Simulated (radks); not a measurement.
Spherical quantum dot in the effective-mass picture: electrons in a hard-walled sphere of radius 7.74, all in effective atomic units (hartree* = m*/eps^2 hartree, bohr* = eps/m* bohr), one dielectric constant everywhere. Calculated with a radial shooting solver with Libxc functionals: non-relativistic Kohn-Sham, PBEsol, spin-polarised, spherical densities. Levels are named by radial order and angular momentum (1s, 1p, 1d, 2s, ...), and open shells are averaged over m. Results are scaled to m* = 0.093 and eps = 10.1, for which hartree* = 24.81 meV and bohr* = 5.747 nm.

N = 6, configuration 1s2 1p(up 3, down 1). This is the lowest configuration that the search found. Occupied levels:

| level | occupation | eigenvalue (meV) | <r> (nm) |
|---|---|---|---|
| 1s up | 1 | 24.644 | 28.43 |
| 1s down | 1 | 25.177 | 28.16 |
| 1p up | 3 | 25.872 | 29.90 |
| 1p down | 1 | 26.438 | 29.78 |

Energy (meV): total 81.3069, kinetic 25.118, external 0, Hartree 79.551, exchange-correlation -23.363.
